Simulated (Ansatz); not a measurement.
[SmF6]3- (SmF6³⁻). Total charge -3; sextet. Geometry PBE0-D4/def2-SVP; atoms count from 1.

```xyz
7

Sm    0.000    0.000   -0.001
F     2.149    0.499    0.529
F    -2.148   -0.500   -0.528
F    -0.479    2.212   -0.167
F     0.478   -2.211    0.169
F    -0.559    0.049    2.218
F     0.559   -0.050   -2.220
```

In the def2 sets Sm takes a core potential; there is no spin–orbit coupling. With an open 4f shell the SCF may have ended on a state above the lowest. A multiply charged anion in the gas phase is held together partly by the finite basis. The highest occupied level of the charge -3 sextet lies above zero (up to 4.87 eV). The electron is either unbound and held by the finite basis, or the level is raised by self-interaction error.

Q: Estimate the Mulliken populations from the PBE0/def2-TZVP orbitals of Ansatz.

A: 
```csv
atom,charge (e),spin (α − β),d electrons
Sm1,1.57,5.04,10.72
F2,-0.76,-0.01,–
F3,-0.76,-0.01,–
F4,-0.76,-0.01,–
F5,-0.76,-0.01,–
F6,-0.77,0.00,–
F7,-0.77,0.00,–
```
Mulliken values depend strongly on the basis.

Q: Where does the spin sit?

A: Summed by element: Sm 5.04, F -0.04, of 5 unpaired in all. Largest on single atoms: Sm1 5.04, F3 -0.01, F5 -0.01.

Q: And the Mayer bond orders between heavy atoms (over 0.3)?

A: Sm1–F2 0.43 (2.27 Å); Sm1–F3 0.43 (2.27 Å); Sm1–F4 0.43 (2.27 Å); Sm1–F5 0.43 (2.27 Å); Sm1–F6 0.42 (2.29 Å); Sm1–F7 0.42 (2.29 Å).
